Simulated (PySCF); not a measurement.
## Electric field gradients and quadrupole coupling constants

Species: CH5ClF2Si2.
Z-matrix (Å and degrees, GFN2-xTB geometry), rows numbered from 1:
```
F 
C   1  1.4020
Si  2  1.9304  1  107.52
Si  2  1.9084  1  109.21  3   128.41
F   4  1.6150  2  103.63  1   173.39
Cl  4  1.9916  2  112.61  1   -70.72
H   2  1.0961  1  104.50  3  -115.64
H   3  1.4611  2  106.69  1  -176.14
H   3  1.4605  2  108.12  1    62.84
H   3  1.4616  2  106.65  1   -56.51
H   4  1.4486  2  114.51  1    59.51
```

Field gradients from the PBE0/pcSseg-1 density (PySCF, non-relativistic), principal values in atomic units, ordered |Vxx| ≤ |Vyy| ≤ |Vzz|:

```tsv
atom	Vxx	Vyy	Vzz
Cl6	-0.9035	-1.0952	1.9986
```

Task: Find the asymmetry η = (Vxx − Vyy)/Vzz and the couplings χ = eQV/h (234.96 MHz × Q in barn × V in au), with Q(35Cl) = −0.0817 b.

Result: 
```json
{"atom": "Cl6", "environment": "silicon-bound chlorine", "nucleus": "35Cl", "η": "0.10", "χzz (MHz)": "-38.37", "χxx (MHz)": "17.34", "χyy (MHz)": "21.02"}
```

Task: What is Vzz at Cl6 in SI units (1 au = 9.71736 × 10²¹ V/m²)?

Result: 1.9986 au = 19.421 × 10²¹ V/m².

Task: What couplings would deuterons (Q(2H) = 0.00286 b) have in place of the hydrogens, at this geometry?

Result: 
```json
{"atom": "H7", "bonded to": "C2", "bond length (Å)": "1.096", "Vzz (au)": "0.2944", "η": "0.09", "χzz (kHz)": "198"}
{"atom": "H8", "bonded to": "Si3", "bond length (Å)": "1.461", "Vzz (au)": "0.1624", "η": "0.01", "χzz (kHz)": "109"}
{"atom": "H9", "bonded to": "Si3", "bond length (Å)": "1.460", "Vzz (au)": "0.1632", "η": "0.02", "χzz (kHz)": "110"}
{"atom": "H10", "bonded to": "Si3", "bond length (Å)": "1.462", "Vzz (au)": "0.1629", "η": "0.01", "χzz (kHz)": "109"}
{"atom": "H11", "bonded to": "Si4", "bond length (Å)": "1.449", "Vzz (au)": "0.1664", "η": "0.01", "χzz (kHz)": "112"}
```

Geometry: GFN2-xTB, one conformer, isolated molecule. GFN2-xTB bond lengths can be off by several hundredths of an ångström, more for odd bonds, and the gradients follow them. A larger basis could move these couplings by a tenth or more.
